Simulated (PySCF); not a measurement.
Correlation energy of N⁺ (nitrogen, charge +1)

[He] 2s1 2p2 3d1, one real determinant (an excited configuration). Calculation: PySCF 2.14, in dyall-acv3z (15s9p4d2f, 76 functions); no relativity, point nucleus. Frozen: nothing; 6 electrons correlated; the 5 highest virtual orbitals of each spin left out.

```json
{"level": "CCSD", "correlation energy (mhartree)": "-77.26"}
{"level": "(T)", "correlation energy (mhartree)": "-1.66"}
{"level": "CCSD(T)", "correlation energy (mhartree)": "-78.92"}
```

Diagnostics: T1 = 0.0079, D1 = 0.0267, largest double amplitude 0.188.

The real determinant used has ⟨L²⟩ near 8 against 12 for a pure F term, so it mixes terms. The outer electron is Rydberg-like, and this basis confines it to a smaller radius and binds it less than a complete one would. A double-excitation amplitude exceeds 0.15, a sign of near-degeneracy.

Cost of the coupled-cluster step: about 9 core-seconds, for 6 correlated electrons.

The reference is one real determinant that mixes LS terms of this configuration.
